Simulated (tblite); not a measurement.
C5H10O3.
SMILES with atom numbers: `[CH3:1][CH2:2][CH:3]1[O:4][CH2:5][O:6][CH2:7][O:8]1` (hydrogens: H9, H10, H11 on C1; H12, H13 on C2; H14 on C3; H15, H16 on C5; H17, H18 on C7)

Computed with GFN2-xTB (tblite), gas phase: nudged elastic band of 9 images (0 to 8), spring 0.2 eV/Å², climbing image at the end, force threshold 0.05 eV/Å. The top image wasn't refined or checked by frequencies; at this threshold it can lie a kcal/mol or more above the true saddle point of the method.

The band describes a rotation about C2–C3 (chain CH2 carbon, sp3 carbon bearing two oxygens), followed by the dihedral C1–C2–C3–O4, from the optimised start (67°) to a second optimised geometry at 172°.

Question: Give the energy profile along the converged band.

Answer: 
| image | dihedral (°) | E (eV) | C2–C3 (Å) | C1···O4 (Å) | largest true force (eV/Å) |
| --- | --- | --- | --- | --- | --- |
| 0 | 67 | 0.000 | 1.522 | 2.96 | 0.01 |
| 1 | 81 | 0.009 | 1.524 | 3.11 | 0.04 |
| 2 | 94 | 0.027 | 1.526 | 3.25 | 0.04 |
| 3 | 107 | 0.043 | 1.528 | 3.39 | 0.03 |
| 4 | 121 | 0.049 | 1.529 | 3.50 | 0.03 |
| 5 | 134 | 0.041 | 1.528 | 3.60 | 0.03 |
| 6 | 147 | 0.025 | 1.526 | 3.67 | 0.03 |
| 7 | 160 | 0.008 | 1.524 | 3.72 | 0.03 |
| 8 | 172 | 0.000 | 1.522 | 3.74 | 0.01 |

Barriers of this band. The top is image 4 at 121°: 0.05 eV in either direction, as the ends lie within 0.002 eV of each other. The central bond is 0.007 Å longer at the top than at the start.

Question: What rate follows at 350 K for crossing this barrier forward?

Answer: Taking the electronic barrier for the free energy of activation (no zero-point or entropy terms, transmission 1), rate = (kT/h)·exp(−ΔE/kT) ≈ 1 × 10^12 s⁻¹, whose inverse is 7 × 10^-13 s. An error of 1 kcal/mol in the barrier changes this by a factor of 4, and the method and the loose band can each miss by that much or more. The barrier is only 1.6 kT, where transition-state theory is rough.

Question: How long is the path, and how are the images spaced?

Answer: Cartesian distances between aligned neighbours (all atoms, Å): 0.68, 0.64, 0.63, 0.63, 0.63, 0.63, 0.62, 0.58; the sum is 5.04 Å, and the top lies 51 % of the way along.

What follows is the cost of the whole band run. On an Arm Neoverse V1 with one thread (shared host), this took 2.4 s wall and 0.18 GiB of memory at its peak.
